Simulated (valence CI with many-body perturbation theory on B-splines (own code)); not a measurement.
# E1 transitions of Ir28+

Method: relativistic CI+MBPT: three valence electrons over a frozen Dirac-Fock core [Kr] 4d10, radial functions for each j: 8 s, 8 p, 9 d, 9 f, 6 g, 3 h, 2 i, with the one-electron correlation potential Σ1, the two-electron term Σ2, the three-electron term Σ3, Breit, model QED; selected CI, second order for the rest, scaled by the run's own slope (own B-spline code, finite nucleus).

The last digits are not significant, and no measured levels were compared; by estimate large intervals hold to a few tenths of a per cent, small ones and those within an open d or f shell to about a per cent. Core correlation moves these levels by up to 50000 cm⁻¹, and in measured spectra 5 to 20 % of such shifts remained as error; rates that hang on mixing are uncertain with them.

Lines 101 to 150 of 187 in falling wavelength, among levels below 172.17 eV, chosen from the strongest by gf and those to the six lowest levels. Wavelengths and rates use the calculated energies. Electric multipoles are in the length gauge, E1 and E2 with the static RPA response of the core. Weak lines are less certain than strong ones. Lines between different terms over intervals too small for the method are left out, as are lines whose strength nearly cancels. The highest levels of a list are the least certain.

Levels are named by their leading jj configuration (3d3/2^4 stands for four electrons in 3d with j = 3/2), which in mixed levels can hold well under half, so a name can repeat and another be missing. Letters in brackets count levels of one name in rising energy.

```
λ vac (nm)                        Upper                       Lower   A (s⁻¹)  log gf  Branch %
     8.266  (4f5/2 4f7/2 5s) J=11/2 [c]   (4f5/2 4f7/2^2) J=9/2 [c]  3.15e+04   -6.41       1.3
     8.264      (4f5/2 4f7/2 5s) J=13/2  (4f5/2 4f7/2^2) J=11/2 [b]  4.80e+04   -6.16       2.6
     8.263  (4f5/2 4f7/2 5s) J=11/2 [a]       (4f5/2^2 4f7/2) J=9/2  1.65e+05   -5.69      33.2
     8.259  (4f5/2 4f7/2 5s) J=11/2 [b]   (4f5/2 4f7/2^2) J=9/2 [a]  4.15e+04   -6.29       2.7
     8.258           (4f7/2^2 5s) J=3/2   (4f5/2 4f7/2^2) J=5/2 [b]  2.76e+05   -5.95       6.8
     8.255  (4f5/2 4f7/2 5s) J=11/2 [c]  (4f5/2 4f7/2^2) J=11/2 [b]  5.76e+05   -5.15      24.6
     8.249   (4f5/2 4f7/2 5s) J=3/2 [a]   (4f5/2^2 4f7/2) J=5/2 [b]  7.63e+05   -5.51      46.8
     8.242           (4f5/2^2 5s) J=1/2       (4f5/2^2 4f7/2) J=1/2  1.02e+05   -6.68       4.6
     8.240  (4f5/2 4f7/2 5s) J=11/2 [a]  (4f5/2 4f7/2^2) J=13/2 [a]  1.02e+05   -5.91      20.5
     8.238   (4f5/2 4f7/2 5s) J=3/2 [b]   (4f5/2 4f7/2^2) J=3/2 [a]  5.33e+04   -6.66       1.9
     8.236           (4f5/2^2 5s) J=5/2             (4f5/2^3) J=3/2  2.21e+05   -5.87      22.2
     8.232           (4f7/2^2 5s) J=9/2   (4f5/2 4f7/2^2) J=9/2 [b]  3.97e+04   -6.39       3.7
     8.224   (4f5/2 4f7/2 5s) J=5/2 [a]   (4f5/2^2 4f7/2) J=5/2 [a]  3.00e+05   -5.74      23.7
     8.217   (4f5/2 4f7/2 5s) J=5/2 [b]   (4f5/2^2 4f7/2) J=3/2 [b]  5.54e+04   -6.47       2.7
     8.211           (4f7/2^2 5s) J=5/2   (4f5/2 4f7/2^2) J=7/2 [b]  7.65e+04   -6.33       2.6
     8.207   (4f5/2 4f7/2 5s) J=7/2 [a]             (4f5/2^3) J=5/2  3.54e+04   -6.54       3.0
     8.192          (4f7/2^2 5s) J=13/2      (4f5/2 4f7/2^2) J=15/2  9.95e+04   -5.85      25.2
     8.191           (4f7/2^2 5s) J=7/2   (4f5/2 4f7/2^2) J=9/2 [b]  8.83e+04   -6.15       5.7
     8.184   (4f5/2 4f7/2 5s) J=7/2 [a]       (4f5/2^2 4f7/2) J=9/2  2.24e+04   -6.74       1.9
     8.184       (4f5/2 4f7/2 5s) J=1/2   (4f5/2 4f7/2^2) J=3/2 [a]  2.11e+06   -5.37      48.0
     8.183           (4f7/2^2 5s) J=7/2   (4f5/2 4f7/2^2) J=7/2 [a]  1.19e+05   -6.02       7.7
     8.170      (4f5/2 4f7/2 5s) J=13/2  (4f5/2^2 4f7/2) J=11/2 [b]  3.23e+05   -5.34      17.3
     8.168   (4f5/2 4f7/2 5s) J=9/2 [b]       (4f5/2^2 4f7/2) J=9/2  2.21e+05   -5.66      20.9
     8.161  (4f5/2 4f7/2 5s) J=11/2 [c]  (4f5/2^2 4f7/2) J=11/2 [b]  3.58e+05   -5.37      15.3
     8.155   (4f5/2 4f7/2 5s) J=7/2 [b]             (4f5/2^3) J=5/2  1.87e+04   -6.83       1.5
     8.149           (4f5/2^2 5s) J=7/2             (4f5/2^3) J=9/2  1.08e+05   -6.07      36.3
     8.142           (4f7/2^2 5s) J=9/2   (4f5/2 4f7/2^2) J=9/2 [a]  1.75e+05   -5.76      16.1
     8.121           (4f7/2^2 5s) J=3/2       (4f5/2 4f7/2^2) J=1/2  4.12e+04   -6.79       1.0
     8.115   (4f5/2 4f7/2 5s) J=3/2 [b]   (4f5/2^2 4f7/2) J=3/2 [b]  3.89e+05   -5.81      13.7
     8.102           (4f7/2^2 5s) J=7/2   (4f5/2 4f7/2^2) J=9/2 [a]  8.97e+04   -6.15       5.8
     8.093  (4f5/2 4f7/2 5s) J=11/2 [a]  (4f5/2^2 4f7/2) J=11/2 [a]  5.18e+04   -6.21      10.4
     8.093           (4f7/2^2 5s) J=5/2   (4f5/2 4f7/2^2) J=5/2 [a]  3.57e+05   -5.68      12.3
     8.074          (4f7/2^2 5s) J=13/2  (4f5/2 4f7/2^2) J=13/2 [a]  3.78e+04   -6.29       9.6
     8.071   (4f5/2 4f7/2 5s) J=9/2 [a]  (4f5/2^2 4f7/2) J=11/2 [a]  9.17e+04   -6.05      10.3
     8.063       (4f5/2 4f7/2 5s) J=1/2   (4f5/2^2 4f7/2) J=3/2 [b]  1.37e+05   -6.57       3.1
     8.059           (4f7/2^2 5s) J=5/2   (4f5/2 4f7/2^2) J=3/2 [a]  7.23e+05   -5.37      24.9
     8.046           (4f7/2^2 5s) J=3/2   (4f5/2 4f7/2^2) J=5/2 [a]  1.40e+06   -5.26      34.6
     8.044   (4f5/2 4f7/2 5s) J=5/2 [a]             (4f5/2^3) J=3/2  2.66e+04   -6.81       2.1
     8.037           (4f5/2^2 5s) J=1/2   (4f5/2^2 4f7/2) J=3/2 [a]  1.11e+06   -5.67      50.0
     8.031  (4f5/2 4f7/2 5s) J=11/2 [b]       (4f5/2^2 4f7/2) J=9/2  2.28e+05   -5.58      14.7
     8.028   (4f5/2 4f7/2 5s) J=5/2 [b]   (4f5/2^2 4f7/2) J=7/2 [a]  5.58e+04   -6.49       2.7
     8.028      (4f5/2 4f7/2 5s) J=13/2  (4f5/2 4f7/2^2) J=11/2 [a]  2.89e+04   -6.41       1.6
     8.022   (4f5/2 4f7/2 5s) J=5/2 [b]   (4f5/2^2 4f7/2) J=3/2 [a]  1.29e+06   -5.13      63.4
     8.020  (4f5/2 4f7/2 5s) J=11/2 [c]  (4f5/2 4f7/2^2) J=11/2 [a]  2.45e+05   -5.55      10.5
     8.019      (4f5/2 4f7/2 5s) J=13/2  (4f5/2 4f7/2^2) J=13/2 [b]  3.16e+05   -5.37      17.0
     8.012  (4f5/2 4f7/2 5s) J=11/2 [c]   (4f5/2 4f7/2^2) J=9/2 [a]  7.79e+04   -6.05       3.3
     8.012           (4f7/2^2 5s) J=3/2   (4f5/2 4f7/2^2) J=3/2 [a]  1.71e+05   -6.18       4.2
     8.010  (4f5/2 4f7/2 5s) J=11/2 [c]  (4f5/2 4f7/2^2) J=13/2 [b]  6.05e+05   -5.16      25.8
     8.010  (4f5/2 4f7/2 5s) J=11/2 [b]  (4f5/2 4f7/2^2) J=13/2 [a]  3.18e+03   -7.44       0.2
     8.002           (4f7/2^2 5s) J=9/2   (4f5/2^2 4f7/2) J=7/2 [a]  7.81e+04   -6.12       7.2
```

Question: How does gf follow from A for the line at 8.044 nm?

Answer: gf = 1.4992 × (2J+1)_upper × A / σ², with σ = 1243232 cm⁻¹ and 2J+1 = 6: gf = 1.55e-07.
